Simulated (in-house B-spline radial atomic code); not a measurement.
Radial electron density of Ni²⁺, [Ar] 3d8. Level of theory: non-relativistic TPSSh, spin-polarised, spherical fractional occupations, point nucleus; calculated with a B-spline radial code for spherical atoms.

Caution: exact exchange at fractional occupations of open shells leaves self-interaction of up to several eV.

Columns: r (bohr), 4πr²n(r) (electrons per bohr), bar.

```
 0.00252    1.036 #
 0.00302    1.446 ##
 0.00362    2.009 ##
 0.00434    2.774 ###
 0.00519    3.783 ####
 0.00622    5.129 ######
 0.00745     6.87 ########
 0.00892    9.072 ###########
  0.0107    11.82 ##############
  0.0128    15.05 ##################
  0.0153    18.71 ######################
  0.0184    22.79 ###########################
   0.022    26.71 ###############################
  0.0263    30.17 ###################################
  0.0315    32.67 ######################################
  0.0378    33.72 #######################################
  0.0452    33.08 #######################################
  0.0542    31.02 ####################################
  0.0649    28.47 #################################
  0.0777    26.75 ###############################
  0.0931    27.16 ################################
   0.111    29.99 ###################################
   0.134    34.52 ########################################
    0.16    37.79 ############################################
   0.192    37.49 ############################################
   0.229    32.83 ######################################
   0.275    25.21 #############################
   0.329    18.65 ######################
   0.394    16.01 ###################
   0.472    17.41 ####################
   0.565    19.92 #######################
   0.677    20.28 ########################
   0.811    17.38 ####################
   0.971    12.59 ###############
    1.16    7.908 #########
    1.39     4.33 #####
    1.67    2.105 ##
       2   0.9421 #
    2.39   0.3831 
    2.87     0.13 
    3.43  0.03627
```

On this grid the curve has 3 maxima, near 0.0378, 0.16, 0.677 bohr.

The 3d down radial function P(r) = rR(r), positive near the nucleus:

```csv
r (bohr),P
0.0184,0.001152
0.0263,0.003137
0.0378,0.008423
0.0542,0.02159
0.0777,0.05241
0.111,0.1176
0.16,0.2445
0.229,0.4437
0.329,0.6986
0.472,0.9201
0.677,0.9857
0.971,0.8526
1.39,0.6041
2,0.3359
2.87,0.1374
```
